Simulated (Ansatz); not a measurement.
```yaml
crystal:
  periodic: [false, false, false]
  atoms:
    - {symbol: Br, position_ang: [-0.130147, -2.749697, 0.392220]}
    - {symbol: C, position_ang: [-0.204662, -0.908195, 0.018505]}
    - {symbol: N, position_ang: [-1.060729, -0.251367, -0.635811]}
    - {symbol: Si, position_ang: [0.253396, 0.807232, 0.001950]}
    - {symbol: H, position_ang: [1.246487, 1.334125, -0.952885]}
    - {symbol: H, position_ang: [-0.062246, 1.703802, 1.129821]}
basis:
  gaussian: {orbitals: def2-SVP, fitting: {mean_field: def2-universal-jkfit}}
hamiltonian: {xc: {name: PBE-QIDH}}
accuracy: high
scf: {lower_state_search: off}
output: {forces: true}
```

```sh
$ ansatz run in.yaml --threads 2 --pin off --events-out ev --progress --plain --max-ram 4352MiB
```

Shortened log:

```
Functional definition: PBE-QIDH
582 factors; integrals over basis functions are off by at most 3.5e-1 eV
mean field evaluation 1: about -80432.7042 eV, gradient 3.3e1 eV
mean field evaluation 2: about -80432.7046 eV, gradient 3.3e1 eV
mean field evaluation 4: about -80435.3316 eV, gradient 2.8e0 eV
mean field evaluation 8: about -80435.3672 eV, gradient 5.6e-2 eV
mean field evaluation 16: about -80435.3673 eV, gradient 6.8e-6 eV
mean field -80435.36725374 eV, -2955.9452255249 hartree, gradient 4.8e-8 eV, S^2 0.000000; 0 other end points of the search recorded, 0 dependent functions left out
16 core orbitals not correlated: weight in the atoms' cores, before any rotation towards them, 1.000 or more for the frozen orbitals, at most 0.000 for the correlated occupied ones
reference -80435.36725460 eV, -2955.9452255563 hartree; 16, 16 occupied and 56, 56 virtual orbitals, 582 factors
second order -18.98959983 eV of doubles, -0.00000000 eV of singles
Total energy: -80441.69712121 eV, -2956.1778438637 hartree
Atom 0 at    -0.130147    -2.749697     0.392220 Å, force    -0.004606     0.155545    -0.030629 eV/Å
Atom 1 at    -0.204662    -0.908195     0.018505 Å, force     0.130088    -0.387751     0.151172 eV/Å
Atom 2 at    -1.060729    -0.251367    -0.635811 Å, force    -0.328150    -0.011695    -0.204472 eV/Å
Atom 3 at     0.253396     0.807232     0.001950 Å, force     0.239989     0.301049     0.097251 eV/Å
Atom 4 at     1.246487     1.334125    -0.952885 Å, force    -0.061758    -0.016340     0.061708 eV/Å
Atom 5 at    -0.062246     1.703802     1.129821 Å, force     0.024437    -0.040808    -0.075029 eV/Å
Dipole moment:     0.347974     0.377511     0.151632 e Å
Checks for a lower state left out: starts, cluster_reference, orbital_swaps, neighbouring_geometries, increment
```

Run time 11 s (2 threads of an Arm Neoverse V1 on a shared host); peak host memory 0.18 GiB.
